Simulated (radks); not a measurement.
Results of a calculation; reference values are marked as such.
All-electron atom: Sc I in [Ar] 3d(up 0.5, down 0.5) 4s2 (fractional occupations, a model configuration). Level of theory: scalar-relativistic Kohn-Sham, PBEsol, spin-polarised, spherical densities, point nucleus (a radial shooting solver on a logarithmic mesh with Libxc functionals).

Normalised radial functions P(r) = r R(r), r in bohr:

```
   r/bohr * 3p (the largest magnitude, 0.992, reaches the edge; | marks zero)
 0.004726                             *
 0.007107                             *
   0.0106                             *
  0.01594                             |*
  0.02398                             |*
  0.03606                             | *
  0.05422                             |    *
  0.08154                             |       *
   0.1226                             |           *
   0.1829                             |             *
   0.2751                             |         *
   0.4137                           * |
   0.6221           *                 |
   0.9355  *                          |
    1.407        *                    |
    2.116                    *        |
    3.156                           * |
    4.746                             *
    7.137                             *
    10.73                             *
```

3p: eigenvalue -33.548 eV, 1 radial node at r = 0.393 bohr, <r> = 1.17 bohr, 90 % of the charge inside 1.81 bohr.
